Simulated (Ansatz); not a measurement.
Reaction (homolysis of the Mg–O bond): `CC(C)[O][Mg][Cl]` → `[Mg][Cl]`• + `CC(C)[O]`•

Gas-phase electronic energies from Ansatz, PBE0-D4/def2-TZVP geometries. CCSD(T)/CBS is the MP2 limit (def2-TZVPP, def2-QZVPP) plus CCSD(T) − MP2 in def2-TZVPP, frozen cores. Functionals use def2-TZVPP. No spin–orbit coupling; open shells (•) take unrestricted orbitals. For Mg outer-core shells are correlated without core-valence functions, which leaves a few kJ/mol of doubt a bond. Each species was taken in one conformer, which may not be the lowest.

`CC(C)[O][Mg][Cl]`:

```xyz
13

C     0.086    1.509    0.298
C     0.355    0.021    0.445
C    -0.806   -0.686    1.125
O     0.616   -0.551   -0.789
Mg    0.769   -1.210   -2.405
Cl    0.993   -2.041   -4.404
H    -0.074    1.983    1.270
H    -0.806    1.671   -0.315
H     0.931    2.002   -0.189
H     1.244   -0.099    1.086
H    -1.718   -0.570    0.530
H    -0.993   -0.277    2.122
H    -0.595   -1.753    1.226
```

`[Mg][Cl]`•:

Cartesian coordinates in Å:
```
Mg 0.495 0.338 0.928
Cl -0.495 -0.338 -0.928
```

`CC(C)[O]`•:

```xyz
11

C    -0.699    0.622   -0.904
C     0.175    0.441    0.332
C     0.560   -1.010    0.598
O    -0.329    1.064    1.433
H    -0.923    1.678   -1.060
H    -0.205    0.227   -1.794
H    -1.642    0.085   -0.772
H     1.115    1.015    0.168
H    -0.338   -1.605    0.782
H     1.204   -1.078    1.476
H     1.082   -1.440   -0.260
```

```json
{"species": "`CC(C)[O][Mg][Cl]`", "CAM-B3LYP energy (Eh)": "-854.17172"}
{"species": "`[Mg][Cl]`•", "CAM-B3LYP energy (Eh)": "-660.35230"}
{"species": "`CC(C)[O]`•", "CAM-B3LYP energy (Eh)": "-193.67041"}
```

Question: Work out ΔE.

Answer: ΔE = (-660.35230) + (-193.67041) − (-854.17172) = 0.14901 Eh = +4.05 eV. CCSD(T)/CBS gives +4.53 eV.

Largest T1 diagnostic among the species: 0.017.

From r2SCAN to r2SCAN0 (25 % exact exchange), in def2-TZVPP and without D4, ΔE moves by −0.05 eV: exact exchange takes away binding that semilocal exchange gives to molecules. Leaving LDA and LC-ωPBE aside and taking each functional with its dispersion term where it has one, the values, not all of them listed here, spread over 0.42 eV, from revPBE-D4 to ωB97M-V. LDA lies +0.56 eV from PBE without D4, its usual overbinding. In def2-TZVPP, CCSD(T) changes the Hartree–Fock value by +1.43 eV (the triples alone add +0.09 eV) and MP2 by +1.79 eV; breaking electron pairs costs correlation energy, which Hartree–Fock lacks.
